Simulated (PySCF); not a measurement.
Electron correlation in Hg²⁺ (mercury, charge +2)

Starting occupation: [Xe] 4f14 5d10. Computed with PySCF 2.14 in x2c-TZVPPall-2c with one added diffuse shell each of s, p, d, f type (12s12p11d4f1g, 140 functions), with X2C-1e with screened-nucleus spin-orbit coupling, Gaussian nucleus. Frozen: [Kr] 4d10 4f14; 18 electrons correlated; the 38 highest virtual spinors left out.

MP2 pair energies summed by pair of shells (mhartree):

| pair | energy | share (%) |
| --- | --- | --- |
| 5d3/2-5d5/2 | -151.62 | 28.4 |
| 5d5/2-5d5/2 | -107.41 | 20.1 |
| 5d5/2-5p3/2 | -58.70 | 11.0 |
| 5d3/2-5d3/2 | -46.56 | 8.7 |
| 5d3/2-5p3/2 | -39.83 | 7.5 |
| 5d5/2-5p1/2 | -25.56 | 4.8 |
| 5d3/2-5p1/2 | -18.53 | 3.5 |
| 5p3/2-5p3/2 | -16.99 | 3.2 |
| 5d5/2-5s1/2 | -15.89 | 3.0 |
| 5p1/2-5p3/2 | -15.26 | 2.9 |
| 5p3/2-5s1/2 | -12.76 | 2.4 |
| 5d3/2-5s1/2 | -10.79 | 2.0 |
| 5p1/2-5s1/2 | -6.11 | 1.1 |
| 5p1/2-5p1/2 | -4.16 | 0.8 |
| 5s1/2-5s1/2 | -3.00 | 0.6 |

Total MP2 correlation energy: -533.18 mhartree.

The virtual space was cut to 108 spinors, which keep -517.37 of the -533.18 mhartree of MP2 correlation.

| level | correlation energy (mhartree) |
| --- | --- |
| CCSD | -499.65 |

Diagnostics: T1 = 0.0041, largest double amplitude 0.023.

Cost of the coupled-cluster step: 250 s of wall time on 4 threads of Neoverse-V2 (shared host), for 18 occupied and 108 virtual spinors.

Iterations:

```
Init t2, MP2 energy = -0.517368557342055
CCSD nocc = 18, nmo = 126
Init t2, MP2 energy = -0.517368557342055
Init E_corr(GCCSD) = -0.517368557342055
cycle = 1  E_corr(GCCSD) = -0.491982678464574  dE = 0.0253858789  norm(t1,t2) = 0.043373
cycle = 2  E_corr(GCCSD) = -0.499893879633138  dE = -0.00791120117  norm(t1,t2) = 0.00936521
cycle = 3  E_corr(GCCSD) = -0.499426446384309  dE = 0.000467433249  norm(t1,t2) = 0.00302601
cycle = 4  E_corr(GCCSD) = -0.49963845858924  dE = -0.000212012205  norm(t1,t2) = 0.00094233
cycle = 5  E_corr(GCCSD) = -0.499664652457048  dE = -2.61938678e-05  norm(t1,t2) = 0.000164329
cycle = 6  E_corr(GCCSD) = -0.499651521125586  dE = 1.31313315e-05  norm(t1,t2) = 4.42011e-05
cycle = 7  E_corr(GCCSD) = -0.499651529617187  dE = -8.49160098e-09  norm(t1,t2) = 9.03741e-06
cycle = 8  E_corr(GCCSD) = -0.499652175106503  dE = -6.45489316e-07  norm(t1,t2) = 2.07281e-06
cycle = 9  E_corr(GCCSD) = -0.49965202451769  dE = 1.50588813e-07  norm(t1,t2) = 4.52387e-07
cycle = 10  E_corr(GCCSD) = -0.499652037621362  dE = -1.31036722e-08  norm(t1,t2) = 1.05986e-07
cycle = 11  E_corr(GCCSD) = -0.49965203614554  dE = 1.4758218e-09  norm(t1,t2) = 2.38556e-08
GCCSD converged
E(GCCSD) = -19639.22162905923  E_corr = -0.4996520361455404
```

This basis was not built for core-valence correlation, so the inner-shell part is incomplete.
